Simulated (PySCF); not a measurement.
ClGa, triplet, at a GFN2-xTB geometry (such geometries of metal compounds can be far from the true shape) (the spin is typed, not shown lowest); R2SCAN/cc-pVDZ (PySCF).

Input for PySCF:
```python
from pyscf import gto, scf, dft

mol = gto.Mole()
mol.atom = '''
    Ga   -0.000000   -0.000000   -0.787509
    Cl    0.000000    0.000000    1.436045
'''
mol.basis = 'cc-pvdz'
mol.charge = 0
mol.spin = 2
mol.verbose = 3
mol.build()

mf = dft.UKS(mol)
mf.xc = 'r2scan'
mf.grids.prune = dft.gen_grid.sg1_prune
mf.kernel()
mf.analyze()
```

Problem. What does PySCF print? Leave out banner, timings and long lists.

Solution. 
```
Traceback (most recent call last):
  File "input.py", line 17, in <module>
  File "<string>", line 2, in kernel
  File "site-packages/pyscf/scf/hf.py", line 2099, in scf
  File "site-packages/pyscf/scf/hf.py", line 132, in kernel
  File "site-packages/pyscf/dft/uks.py", line 42, in get_veff
  File "site-packages/pyscf/dft/uks.py", line 192, in initialize_grids
  File "site-packages/pyscf/dft/rks.py", line 506, in initialize_grids
  File "site-packages/pyscf/dft/gen_grid.py", line 653, in build
  File "<string>", line 6, in gen_atomic_grids
  File "site-packages/pyscf/dft/gen_grid.py", line 318, in gen_atomic_grids
  File "site-packages/pyscf/dft/gen_grid.py", line 81, in sg1_prune
IndexError: index 31 is out of bounds for axis 0 with size 19
```

The run crashed.
